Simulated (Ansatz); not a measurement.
The first iterations of a band of CH8NSbSi (12 atoms, charge 0, multiplicity 1).

The calculation used RKS LDA/def2-SVP in Ansatz 0.2.0.

```json
{
 "movable images": "5",
 "climbing image": "yes",
 "spring": "5.0 eV/Å²",
 "optimiser": "quadratic models (default)",
 "start path": "through a guess of the saddle point",
 "force threshold": "0.05 eV/Å",
 "iteration limit": "60",
 "end points": "relaxed"
}
```

Image 0:

```xyz
12
Properties=species:S:1:pos:R:3
N 0.715 0.887 -0.940
C -0.410 0.436 -0.161
Si 0.060 -0.030 1.607
Sb -1.407 -1.257 -1.129
H 1.397 0.131 -1.094
H 1.209 1.673 -0.488
H -1.208 1.217 -0.143
H 1.046 -1.170 1.548
H -1.099 -0.429 2.493
H 0.765 1.148 2.241
H -1.103 -0.570 -2.686
H 0.111 -2.091 -1.212
```

Image 6:

```xyz
12
Properties=species:S:1:pos:R:3
N 0.451 1.109 -0.864
C -0.511 0.319 -0.139
Si 0.061 -0.128 1.604
Sb -1.011 -1.509 -1.239
H 1.316 0.580 -1.046
H 0.706 1.970 -0.355
H -1.490 0.852 -0.086
H -0.949 -0.891 2.432
H 0.419 1.146 2.335
H 1.320 -0.953 1.487
H -0.910 -0.660 -2.742
H 0.676 -1.891 -1.353
```

| iteration | highest image above the first end (eV) | largest band force component (eV/Å) |
| --- | --- | --- |
| 1 | 77.007 | 243.211 |
| 2 | 41.649 | 130.254 |
| 3 | 22.694 | 61.401 |
| 4 | 13.184 | 28.136 |
| 5 | 7.518 | 10.583 |
| 6 | 5.735 | 5.419 |

Task: Does the band converge within its limit, and where does its top end?

Result: It converged. It ended after 20 iterations with the highest image 0.126 eV above the first end. The profile has 2 maxima (images 1, 4) with wells between them (image 3): this band takes more than one step, which may be the mechanism or a detour left from its start path. A vibrational analysis at the climbing image gives one clearly imaginary mode, 165i cm⁻¹: a first-order saddle point.

Time of the run: 2.1 min on 2 threads of Arm Neoverse V2 (shared host), peak memory 0.15 GiB.
